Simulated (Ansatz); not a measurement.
`[NH2][Cd][Br]`. Total charge 0; spin multiplicity 1. Correlated methods include outer-core shells of Br, Cd, which these sets cover unevenly. Scalar relativity is left out up to krypton. Cd takes the def2 core potential.

```xyz
5

N     1.0664    0.1744    0.3848
Cd   -0.6979   -0.3209   -0.4464
Br   -2.7064   -1.0553   -1.5528
H     1.2898    1.1505    0.2231
H     1.0481    0.0513    1.3913
```

(1) Give the diagnostics of a CCSD(T)/def2-TZVPP run (frozen core, the Gaussian-basis code of Ansatz). (Estimate.)

Answers

(1) The calculation gave: T1 = 0.0123, largest single amplitude 0.031, largest double 0.028, (T) share of the correlation energy 3.1 %, 10 CCSD cycles. The RHF solution is stable towards an unrestricted one. T1 lies under the customary mark of 0.02 for closed shells.
